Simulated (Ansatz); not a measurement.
Stepwise reaction of `O[SiH2][SiH2][SiH3]` with hydrogen, as a gas-phase model of exchange steps in deposition or etching. ΔE in kJ/mol; ΔG adds harmonic PBE0-D4 terms to CCSD(T)/CBS, at 1 bar.

Program: Ansatz. Geometries: PBE0-D4/def2-TZVP. ΔE: electronic, gas phase. CBS: MP2 limit from def2 TZ/QZ plus the TZ coupled-cluster correction, frozen cores. This one scheme is used for every species. DFT in def2-TZVPP. B3LYP here is the variant with VWN-RPA as its local correlation; programs differ in this. One conformer a species, not always the lowest.

```
step                                             reaction  PBE-D4  B3LYP-D4  ωB97M-V  CCSD(T)/CBS  ΔG(600 K)
   1  `O[SiH2][SiH2][SiH3]` + H₂ → `O[SiH2][SiH3]` + SiH₄     2.8     -12.9    -16.6        -11.1       -9.4
   2              `O[SiH2][SiH3]` + H₂ → `O[SiH3]` + SiH₄    -9.9     -26.1    -31.0        -26.6      -24.4
```

Task: By hand: ΔE of the 2 steps together at CCSD(T)/CBS.

Result: (-11.1) + (-26.6) = -37.7 kJ/mol, or -18.9 kJ/mol a step.

In ΔE each step is lower than the one before. All are downhill at CCSD(T)/CBS. ΔG lies between -24.4 and -9.4 kJ/mol a step. PBE-D4 differs from CCSD(T)/CBS by 13.9 to 16.7 kJ/mol a step. Only this route is followed, and other bonds may react first. Isolated molecules leave out the surface, adducts and barriers. Largest T1 diagnostic: 0.013.
